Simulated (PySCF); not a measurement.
## Stretching KSi⁺

Set-up: K x2c-SVPall, Si x2c-SVPall; spin-free X2C with a Gaussian nucleus (PySCF 2.14). Energies in eV from K⁺ + Si in their ground configurations at the same level. State: ³Π (triplet), unpaired electrons σ ↑, π ↑.

All columns are PBE. A positive dipole points towards Si; it is taken about the centre of mass and depends on that origin.

```csv
R (Å),E (eV),μ (D),Mulliken charge on K (basis-dependent),HOMO (eV),LUMO (eV),Mayer bond order,⟨S²⟩
3.208,-0.235,-4.45,0.85,-8.94,-8.70,0.28,2.00
3.357,-0.294,-4.70,0.85,-8.80,-8.56,0.29,2.00
3.506,-0.326,-4.97,0.84,-8.67,-8.43,0.29,2.00
3.618,-0.336,-5.18,0.85,-8.57,-8.33,0.29,2.00
3.730,-0.339,-5.39,0.85,-8.48,-8.24,0.28,2.00
3.842,-0.336,-5.62,0.85,-8.39,-8.15,0.27,2.00
3.991,-0.325,-5.93,0.86,-8.27,-8.03,0.25,2.00
4.178,-0.305,-6.33,0.87,-8.13,-7.88,0.24,2.00
4.401,-0.276,-6.84,0.88,-7.96,-7.72,0.21,2.00
4.700,-0.235,-7.55,0.90,-7.75,-7.51,0.19,2.00
```

A fit through these points gives, at Re = 3.721 Å, μ = -5.38 D and dμ/dR = -1.96 D/Å; the reduced mass is 16.28 u.

How strong is the fundamental in the double-harmonic approximation, I = 42.26·(dμ/dR)²/μred km/mol?

I = 42.26·(-1.96)²/16.28 = 9.97 km/mol at PBE.

The bond is weak. Basis-set superposition, not corrected here, can be much of De in a small basis, most of all at correlated wavefunction levels. For an ion De counts to the pair picked by the measured ionisation energies or electron affinities, which need not be the lowest pair at this level. The state was picked by a PBE0 search and need not be the measured ground state.
